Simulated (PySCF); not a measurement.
## Computed properties of benzonitrile (C7H5N), SMILES c1c(cccc1)C#N

benzonitrile (C7H5N), SMILES N#Cc1ccccc1. Coordinates come from a PBE0-D3(BJ)/def2-SVP optimisation. One conformer was computed; it need not be the lowest. All values are computed for the isolated molecule unless a solvent is named; none is compared with measurement here.

**Structure.** The optimised structure has C2v symmetry. All 33 harmonic modes at PBE0-D3(BJ)/def2-SVP (PySCF) are real, so it is a minimum. With heavy atoms numbered as in [N:1]#[C:2][c:3]1[cH:4][cH:5][cH:6][cH:7][cH:8]1, the shortest bond between them is N1–C2 at 1.159 Å and the longest C2–C3 at 1.433 Å.

**Vibrations.** The strongest infrared lines (harmonic, unscaled, degenerate partners summed) lie at 716 cm⁻¹ (37 km/mol, H 55 %, C 45 %), 2394 cm⁻¹ (31 km/mol, C 63 %, N 37 %), 789 cm⁻¹ (26 km/mol, C 52 %, H 48 %). The softest mode is at 147 cm⁻¹ and the zero-point energy is 62.8 kcal/mol.

**Electronic structure.** r2SCAN/def2-TZVP (PySCF) places the frontier levels at -7.00 and -2.37 eV, a gap of 4.63 eV, and gives a dipole moment of 4.72 D.

**Excitations.** TDA-CAM-B3LYP/def2-SVPD (PySCF) has S1 at 5.31 eV (234 nm, f = 0.006, weak); the most intense of the 10 singlets computed lies at 7.21 eV (f = 0.65). T1 (TDA) is at 3.78 eV, 1.53 eV under S1. No vertical singlet excitation falls in the visible range (under 3.1 eV).

**NMR.** GIAO shifts at PBE0/pcSseg-1 (PySCF) (non-relativistic, atoms alike by connectivity averaged): ¹³C from 120.3 to 141.4 ppm against TMS; ¹H from 7.9 to 8.1 ppm against TMS.
